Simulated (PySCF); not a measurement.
# Working out the ionisation energy of Nb⁺

Nb⁺ [Kr] 4d4 (5D) → Nb²⁺ [Kr] 4d3 (4F). All numbers are calculated (PySCF 2.14, the spin-free X2C one-electron Hamiltonian (Gaussian nucleus), in ANO-RCC-VTZP (7s6p4d2f1g, 68 functions)). Frozen: [Kr]. Energies in hartree (1 hartree = 27.21139 eV):

```json
{"part": "UHF", "Nb⁺ (lower)": "-3816.908206", "Nb²⁺ (upper)": "-3816.426937"}
{"part": "CCSD correlation", "Nb⁺ (lower)": "-0.041468", "Nb²⁺ (upper)": "-0.018772"}
{"part": "(T)", "Nb⁺ (lower)": "-0.000588", "Nb²⁺ (upper)": "-0.000095"}
```

Q: What does Hartree-Fock give?

A: (-3816.426937) − (-3816.908206) = 0.481269 hartree = 13.096 eV.

Q: What do CCSD and CCSD(T) give?

A: The CCSD correlation energies differ by 0.022696 hartree = 0.618 eV and the triples by 0.000493 hartree = 0.013 eV, so CCSD gives 13.714 eV and CCSD(T) 13.727 eV.

A first-order spin-orbit estimate adds -0.053 eV to CCSD(T) (valence), giving 13.674 eV against 14.32 eV (semi-empirical (NIST evaluation); NIST Atomic Spectra Database, ionization energies).

What remains against the reference includes basis incompleteness, the frozen core and higher excitations.
